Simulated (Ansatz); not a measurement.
Isolated molecules relaxed with PBE0-D4/def2-TZVP in Ansatz; ΔE leaves out vibrations. CCSD(T)/CBS is the MP2 limit (def2-TZVPP, def2-QZVPP) plus CCSD(T) − MP2 in def2-TZVPP, frozen cores. This one scheme is used for every species, atoms too. DFT in def2-TZVPP. HSE06 is defined as in plane-wave codes. Open shells (•) are unrestricted, without spin–orbit coupling. Spin–orbit coupling would lower the free atoms: a little for C, Si; clearly for Se. For Se outer-core shells are correlated without core-valence functions, so the limit isn't a true one: a few kJ/mol of doubt a bond, and 10 to 20 or more in all where bonds break to atoms. Scalar relativity is left out up to krypton. Each species was taken in one conformer, which may not be the lowest.

`CC[Se][SiH3]` → 2 C• + 8 H• + Se• + Si•  (atomization)

| level | ΔE (kJ/mol) |
| --- | --- |
| LDA (SPW92) | 4588.2 |
| B97M-V | 4091.2 |
| HSE06-D4 | 4085.1 |
| revPBE | 3967.8 |
| CCSD(T)/def2-SVP | 3870.3 |
| CCSD(T)/def2-TZVPP | 3999.5 |
| MP2/def2-QZVPP | 4066.2 |
| HF/CBS(def2) | 3072.7 |

**Question.** What does CCSD(T)/CBS give? (Estimate.)

**Answer.** The calculation gave: +4097.6 kJ/mol. The listed levels differ from it by 490.6, -6.4, -12.5, -129.8, -227.3, -98.1, -31.4, -1024.9 kJ/mol.

Largest T1 diagnostic among the species: 0.012.

From PBE to PBE0 (25 % exact exchange), in def2-TZVPP and without D4, ΔE moves by −27.9 kJ/mol: exact exchange takes away binding that semilocal exchange gives to molecules. At CCSD(T), def2-SVP lies −227.3 kJ/mol from the extrapolated value and def2-TZVPP −98.0 kJ/mol: correlation converges slowly with the basis, and small sets miss more of it in the bonded molecule than in its fragments. The D4 term adds +41.0 kJ/mol with B3LYP and +21.4 kJ/mol with PBE0; it sums over pairs of atoms, weighted by their polarisabilities, and B3LYP, whose exchange is more repulsive, gets the larger term.

B3LYP here is the variant with VWN-RPA as its local correlation; programs differ in this.

For atomizations the MP2-based limit and the directly extrapolated one differ by several kJ/mol either way, and by 10 to 25 for some Ge, Se and Sn compounds, so smaller differences from it don't rank the levels.
